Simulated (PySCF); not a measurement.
**Continuum solvent and chemical shifts**

Atom-mapped SMILES (the numbers label the heavy atoms): `[N:1]#[C:2][Si@@H:3]([SiH3:4])[CH:5]1[CH2:6][CH2:7]1` (H(Xn): hydrogen on atom n). Ha(C6), Ha(C7) are cis to Si3 on the ring; Hb(C6), Hb(C7) are trans to Si3 on the ring.

GIAO PBE0/pcSseg-1 in PySCF 2.14 on one PBE0-D3(BJ)/def2-SVP conformer, non-relativistic, equivalent nuclei averaged. Solvents enter as an IEF-PCM continuum (dichloromethane with ε = 8.9, dimethylsulfoxide with ε = 46.8) around the gas-phase geometry. Shifts are referred to TMS computed in the same medium.

Gas phase, δ in ppm: C2 125.6, C6 7.1, C7 3.9, C5 -6.8, Si3 -52.0, Si4 -105.7, H(Si3) 3.67, H(Si4) 3.66, Hb(C6) 1.00, Hb(C7) 0.77, Ha(C6) 0.54, Ha(C7) 0.21, H(C5) -0.21. Dipole moment 4.21 D.

Q: How does each δ change in the continuum?

A: 
| atoms | environment | Δδ, dichloromethane | Δδ, dimethylsulfoxide |
| --- | --- | --- | --- |
| C2 | nitrile carbon | +6.9 | +8.0 |
| C6 | three-membered-ring carbon | +0.2 | +0.2 |
| C7 | three-membered-ring carbon | +0.5 | +0.5 |
| C5 | three-membered-ring carbon | +0.2 | +0.3 |
| Si3 | silicon bonded to 2 C, Si, H | +0.8 | +0.8 |
| Si4 | silicon bonded to Si, 3 H | +1.0 | +1.2 |
| H(Si3) | hydrogen on a silicon bonded to 2 C, Si | +0.10 | +0.13 |
| H(Si4) | hydrogen on a silicon bonded to Si | 0.00 | 0.00 |
| Hb(C6) | hydrogen on a three-membered-ring carbon | +0.04 | +0.04 |
| Hb(C7) | hydrogen on a three-membered-ring carbon | +0.11 | +0.13 |
| Ha(C6) | hydrogen on a three-membered-ring carbon | +0.06 | +0.07 |
| Ha(C7) | hydrogen on a three-membered-ring carbon | +0.16 | +0.20 |
| H(C5) | hydrogen on a three-membered-ring carbon | +0.19 | +0.23 |

Changes are relative to the gas phase. The dipole moment becomes 5.25 D in dichloromethane, 5.42 D in dimethylsulfoxide.

Q: Which nuclei move most (in ppm), and what does the model miss?

A: C2 (nitrile carbon, +8.0 ppm) in dimethylsulfoxide. A continuum only polarises the solute; specific hydrogen bonds, the anisotropy of aromatic solvents and changes of geometry or conformer are outside it.
